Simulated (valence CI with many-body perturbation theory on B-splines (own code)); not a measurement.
**Questions on Pd XLI**

Method: relativistic CI+MBPT: four valence electrons over a frozen Dirac-Fock core [He], radial functions for each j: 9 s, 9 p, 8 d, 6 f, 3 g, 1 h, with the one-electron correlation potential Σ1 (screened to all orders), the two-electron term Σ2, the three-electron term Σ3, Breit, model QED; selected single and double excitations, second order for the rest (own B-spline code, finite nucleus).

The last digits are not significant, and no measured levels were compared; by estimate large intervals hold to a few tenths of a per cent, small ones and those within an open d or f shell to about a per cent. Among the levels kept, up to 350 cm⁻¹ of a level comes from second order outside the variational space, and about a tenth of that is noise between levels of different J, which matters for small intervals.

Levels are named by their leading jj configuration (3d3/2^4 stands for four electrons in 3d with j = 3/2), which in mixed levels can hold well under half, so a name can repeat and another be missing.

Rates and lifetimes use the calculated energies. Strong lines usually hold to 10 to 20 %, long lifetimes can be off by a factor of two.

(1) What is the ground level?

(2) What is the ionisation energy?

(3) What are the static dipole polarisabilities of the lowest levels?

(4) Among levels below 30815 × 10³ cm⁻¹, which E1 lines absorb most strongly from the ground level?

(5) How well does LS coupling describe the low levels?

## Answers

(1) (2s^2 2p1/2^2) J=0, composition 73 % 2s²2p² ³P + 26 % 2s²2p² ¹S.

(2) 6252.6 eV; NIST lists 6242 ± 7 eV (semi-empirical).

(3) (2s^2 2p1/2^2) J=0 0.000968 bohr³, of which the core gives 1.84e-06.

(4) to (2s^2 2p1/2 3d3/2) J=1 at 0.3381 nm, f = 1.46; to (2s 2p1/2^2 3p3/2) J=1 at 0.3307 nm, f = 0.397; to (2s 2p1/2^2 2p3/2) J=1 at 3.476 nm, f = 0.140.

(5) Among the lowest 20 levels the leading LS term, summed over configurations, holds 65 % on average. For single configurations the figures are 65 % in LS and 97 % in jj coupling. Terms mix most in the J = 1 level at 4232.0 × 10³ cm⁻¹, where the leading one holds 37 %.
